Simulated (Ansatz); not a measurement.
Calculated with Ansatz (gas phase, PBE0-D4/def2-TZVP geometries, no zero-point term in ΔE). CCSD(T)/CBS is the MP2 limit (def2-TZVPP, def2-QZVPP) plus CCSD(T) − MP2 in def2-TZVPP, frozen cores. DFT in def2-TZVPP. B3LYP here is the variant with VWN-RPA as its local correlation; programs differ in this. HSE06 is defined as in plane-wave codes. def2 core potentials past Kr. For Br, Te outer-core shells are correlated without core-valence functions, which leaves a few kJ/mol of doubt a bond. Scalar relativity is left out up to krypton.

`C[SiH](C)[TeH]` + HBr → `C[SiH](C)Br` + H₂Te  (ligand exchange at the Si–Te bond)

```tsv
level	ΔE (kJ/mol)	difference from CCSD(T)/CBS
LDA (SPW92)	-38.4	1.2
revPBE-D4	-34.9	4.7
BLYP-D4	-39.3	0.3
r2SCAN-D4	-43.0	-3.4
B97M-V	-49.5	-9.9
PBE0-D4	-38.4	1.2
B3LYP-D4	-41.5	-1.9
r2SCANh-D4	-43.1	-3.5
r2SCAN0-D4	-43.3	-3.7
BHLYP-D4	-44.4	-4.8
CAM-B3LYP-D4	-45.6	-6.0
ωB97X-V	-45.0	-5.4
ωB97M-V	-45.9	-6.3
B2PLYP	-44.7	-5.1
PBE-QIDH	-41.5	-1.9
PBE	-39.1	0.5
revPBE	-39.6	0.0
BLYP	-45.2	-5.6
r2SCAN	-43.9	-4.3
B3LYP	-46.6	-7.0
r2SCANh	-44.1	-4.5
r2SCAN0	-44.4	-4.8
HSE06	-41.2	-1.6
BHLYP	-50.2	-10.6
CAM-B3LYP	-48.8	-9.2
LC-ωPBE	-44.3	-4.7
RPA@PBE/def2-TZVPP	-41.9	-2.3
HF/def2-SVP	-49.5	-9.9
MP2/def2-SVP	-39.5	0.1
CCSD/def2-SVP	-40.6	-1.0
CCSD(T)/def2-SVP	-39.1	0.5
HF/def2-TZVPP	-55.6	-16.0
MP2/def2-TZVPP	-38.9	0.7
SCS-MP2/def2-TZVPP	-42.3	-2.7
CCSD/def2-TZVPP	-44.3	-4.7
CCSD(T)/def2-TZVPP	-41.9	-2.3
HF/def2-QZVPP	-55.3	-15.7
SCS-MP2/def2-QZVPP	-40.9	-1.3
MP2/CBS(def2)	-36.6	3.0
CCSD/CBS(def2)	-42.0	-2.4
CCSD(T)/CBS	-39.6	0
```

Largest T1 diagnostic among the species: 0.010.

The D4 term adds +5.1 kJ/mol with B3LYP and +3.0 kJ/mol with PBE0; it sums over pairs of atoms, weighted by their polarisabilities, and B3LYP, whose exchange is more repulsive, gets the larger term. From BLYP to BHLYP (50 % exact exchange), in def2-TZVPP and without D4, ΔE moves by −5.0 kJ/mol.

CCSD(T)/CBS has its own doubt, a few kJ/mol and more with outer-core shells, so smaller differences from it don't rank the levels.
